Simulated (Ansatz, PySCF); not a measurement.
Acid–base and redox partners of [SeH2]. Isolated molecules, 0 K electronic values unless said otherwise. Strings in code marks are SMILES.

Quantity: vertical ionisation energy (energy after one electron is removed minus that of the parent at the parent's geometry), in eV.

Level 1: B3LYP-D3(BJ)/def2-TZVP // PBE0-D4/def2-TZVP (PySCF)
Level 2: PBE-D3(BJ)/def2-TZVP // PBE0-D4/def2-TZVP (PySCF)
Level 3: frozen-core MP2/cc-pVTZ // PBE0-D4/def2-TZVP (Ansatz, a first-principles code)
Level 4: minus the HOMO energy of B3LYP/6-31G* // PBE0-D4/def2-TZVP (PySCF)

```tsv
species	level 2	level 3	level 4
`[SeH2]`	9.77	9.76	6.72
`[SeH3+]`	20.31	20.27	17.15
```

Problem. What does level 1 give for each?

Solution. 
- `[SeH2]`: 9.86
- `[SeH3+]`: 20.43
